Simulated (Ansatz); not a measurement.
The same path of CH4AlCl2F + FH (11 atoms, charge 0, multiplicity 1) was run twice with different band settings.

Computed with RKS r2SCANh-D4/def2-SVP (Ansatz 0.2.0).

Relaxed end points:

```xyz
11
Properties=species:S:1:pos:R:3
Al 0.118 -0.386 0.476
Cl -1.307 1.205 1.087
C -0.633 -1.788 -0.609
Cl 1.505 -0.723 2.035
H 1.026 1.741 -0.438
F 1.090 0.748 -0.684
H -0.109 2.558 0.552
F 0.681 2.900 0.077
H -1.348 -1.393 -1.348
H 0.148 -2.339 -1.157
H -1.171 -2.523 0.010
```

```xyz
11
Properties=species:S:1:pos:R:3
Al 0.013 -0.364 0.514
Cl -1.385 1.341 0.769
C -0.641 -1.781 -0.614
Cl 1.078 -0.683 2.313
H 1.211 1.643 -0.341
F 1.253 0.634 -0.509
H -0.029 2.592 0.373
F 0.853 2.857 0.030
H -1.486 -2.303 -0.136
H -1.001 -1.398 -1.581
H 0.133 -2.538 -0.818
```

Common settings: spring 5.0 eV/Å²; optimiser quadratic models (default); start path through a guess of the saddle point; force threshold 0.05 eV/Å; iteration limit 60; end points relaxed.

| run | movable images | climbing image |
| --- | --- | --- |
| 1 | 7 | yes |
| 2 | 1 | no |

(1) What does each run give, and how far can it be trusted?

## Answers

(1) Run 1: converged after 13 iterations, highest image 0.018 eV above the first end. A vibrational analysis at the climbing image gives one clearly imaginary mode, 84i cm⁻¹: a first-order saddle point.
Run 2: converged after 11 iterations, highest image 0.018 eV above the first end. No image climbed, so the highest image needn't sit at the top of the path. So few images can step over the top or miss a turn of the path.
